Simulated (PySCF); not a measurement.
## Bond length, frequency and bond energy of TeH⁻ by level of theory

State: ¹Σ⁺ (singlet), closed shell. Set-up: PySCF, scalar-relativistic core potentials, basis sets Te aug-cc-pVDZ-PP with ECP28, H aug-cc-pVDZ. De refers to Te⁻ + H in their high-spin ground configurations, without counterpoise correction. A positive dipole points towards H; it is taken about the centre of mass and depends on that origin.

```tsv
Level	Re (Å)	ωe (cm⁻¹)	De (eV)	μ (D)	CPU s a point (SCF and correlation, without the integrals)
RHF	1.662	2162	n/a	-0.23	0.044
RHF-MP2	1.663	2130	n/a	n/a	0.065
RHF-SCS-MP2	1.668	2102	n/a	n/a	n/a
RHF-CCSD	1.673	2061	n/a	n/a	n/a
RHF-CCSD(T)	1.675	2047	n/a	n/a	0.62
PBE	1.690	1994	3.14	-0.44	0.38
PBEsol	1.686	2014	3.31	-0.40	0.27
PW91	1.689	1996	3.16	-0.45	0.29
r²SCAN	1.675	2063	3.12	-0.36	0.53
PBE0	1.674	2078	3.08	-0.36	0.78
MN15	1.670	2068	3.09	-0.46	0.58
```

The bond length runs from 1.662 Å (RHF) to 1.690 Å (PBE). De spans 3.08 eV (PBE0, global hybrid GGA) to 3.31 eV (PBEsol, GGA).

Correlated steps freeze 4 core orbitals. These are scalar-relativistic numbers at best; spin–orbit coupling would shift them, the dissociation energy most. For an ion De counts to the pair picked by the measured ionisation energies or electron affinities, which need not be the lowest pair at this level. The highest Kohn–Sham level is positive in this anion. Much of that is self-interaction error, but it also means that the finite basis helps to hold the extra electron.

The whole job (state search and all levels along the bond) took about 0.94 min on 1 thread of Intel Xeon Platinum 8259CL @ 2.50GHz (shared host), peak memory 0.46 GiB.
